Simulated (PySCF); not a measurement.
Computed data sheet: `CO[C@@H]1[C@@H](C)[Si@H]1S[SiH3]`

Species: C4H12OSSi2.
SMILES with atom numbers: `[CH3:1][O:2][C@@H:3]1[C@@H:4]([CH3:5])[Si@H:6]1[S:7][SiH3:8]` (hydrogens: H9, H10, H11 on C1; H12 on C3; H13 on C4; H14, H15, H16 on C5; H17 on Si6; H18, H19, H20 on Si8)

Structure used (GFN2-xTB), in Å, numbered top down from 1:
```xyz
20
C4H12OSSi2 angstrom
C     -2.8567   -1.6684   -0.8692
O     -2.3613   -0.3611   -0.9889
C     -1.3279   -0.0873   -0.0916
C     -0.4239    1.0801   -0.5065
C     -0.1272    2.1314    0.5366
Si     0.4293   -0.6066   -0.5597
S      1.7547   -1.1370    1.0330
Si     3.6498   -0.2885    0.4588
H     -3.6178   -1.7901   -1.6373
H     -2.0526   -2.4020   -1.0192
H     -3.3027   -1.8371    0.1183
H     -1.6529   -0.0985    0.9502
H     -0.7305    1.5022   -1.4572
H      0.6643    2.7970    0.1961
H      0.1889    1.6669    1.4688
H     -1.0159    2.7296    0.7368
H      0.7245   -1.2238   -1.8354
H      3.9972    0.6707    1.4951
H      4.5755   -1.4094    0.4003
H      3.4798    0.3427   -0.8419
```

Structural features include: ether, Si–H bond and C–Si bond.

**GFN2-xTB geometry**

| Quantity | Value |
| --- | --- |
| Point group of the GFN2-xTB geometry | C1 |
| Rotational constants A, B, C of the GFN2-xTB geometry | 2.193, 0.609, 0.526 GHz |

PBE0/pcSseg-1 ground state and GIAO shieldings, non-relativistic (PySCF):

| Item | Value |
| --- | --- |
| Dipole moment | 0.95 D |
| HOMO energy | -6.30 eV |
| LUMO energy | -0.26 eV |
| HOMO–LUMO gap | 6.04 eV |
| Lowest Hirshfeld atomic charge | -0.17 e on S7 |
| Highest Hirshfeld atomic charge | +0.31 e on Si8 |
| 13C chemical shifts (computed TMS as zero) by class | 79.3 (C3), 63.8 (C1), 23.5 (C4), 15.2 (C5) ppm |
| 1H chemical shifts (computed TMS as zero) by class | 4.72 (H18/H19/H20), 4.16 (H17), 3.67 (H12), 3.48 (H9/H10/H11), 1.40 (H14/H15/H16), 1.25 (H13) ppm |
| Isotropic shieldings of nuclei other than C and H, by class | 300 (O2), 399 (Si8), 425 (Si6), 869 (S7) ppm |
| Mayer bond orders between heavy atoms | C1–O2 0.92, O2–C3 0.93, C3–C4 0.84, C4–C5 1.05, C4–Si6 0.88, Si6–S7 1.00, S7–Si8 0.91, Si6–C3 0.92 |

Monoisotopic mass (most abundant isotopes): 164.0147 u.

The rotational constants make it an asymmetric top with κ = (2B − A − C)/(A − C) = -0.90, nearer the prolate limit (−1). With B = h/(8π²I), that is 505.379 GHz u Å² over I, the principal moments of inertia are 230.4, 829.5 and 961.6 u Å² (most abundant isotopes); the inertial defect Ic − Ia − Ib is -98.3 u Å² (zero for a rigid planar frame, negative otherwise). In atomic units the dipole is 0.37 e·bohr (1 au = 2.5417 D).

Isolated species at its GFN2-xTB geometry (one conformer only). GFN2-xTB frequencies show an imaginary mode (84i cm⁻¹), so this geometry is no minimum at that level. NMR classes are plain means over equivalent atoms (diastereotopic ones count apart unless rotation or inversion swaps them), as if these changed places fast; in this geometry the members of some classes differ.
